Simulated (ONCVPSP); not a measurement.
**aluminium: one change to an ONCV potential, before and after**

aluminium, optimised norm-conserving Vanderbilt (ONCV), made with ONCVPSP 4.0.1 (LDA (Perdew-Wang 92), scalar-relativistic). Core [He], reference 2s2 2p6 3s2 3p1. Waves: 2s+3s: rc 1.10 bohr, ncon 4, nbas 7, qcut 11.4 1/bohr, 2 projectors; 2p+3p: rc 1.20 bohr, ncon 3, nbas 6, qcut 12.9 1/bohr, 2 projectors. Local part: polynomial inside 0.95 bohr (lpopt 3, dvloc0 0 Ha). Core correction: none.

Change: p: rc 1.3.

Cutoffs: the cutoffs (Ha) at which the residual kinetic energy of the hardest occupied pseudo-wave falls to 1 and 0.1 mHa per electron; they do not see the model core or the augmentation charge, which bear on the density cutoff. Errors are all-electron minus pseudo energies relative to the spin-unpolarised reference configuration.

Task: How do hardness, ghosts and transferability respond?

Result: The potential gets softer (60 Ha and 68 Ha → 52 Ha and 59 Ha); the errors of the 3 common tests hardly move; neither file shows a bound ghost. A larger radius leaves more room for a smooth pseudo-wave, so fewer plane waves are needed.

```tsv
quantity	base	changed
cutoff, loose	60 Ha	52 Ha
cutoff, tight	68 Ha	59 Ha
loose cutoff by channel	s 26 Ha, p 60 Ha	s 26 Ha, p 52 Ha
bound ghosts	none	none
GHOST(+) flags under 300 eV	none	none
tests with a reliable result	3 of 4	3 of 4
error for 2s2 2p6 3s2 3p0, meV [ΔE 5.84 eV]	+0.2	+0.2
error for 2s2 2p6 3s1 3p0, meV [ΔE 25.21 eV]	-0.6	-0.7
error for 2s1 2p6 3s2 3p1, meV [ΔE 120.05 eV]	-433	-482
s: phases at 1.12 bohr within 0.05 rad from the reference energy up to (Ha; the scan ends near 5)	to the end of the scan	to the end of the scan
```
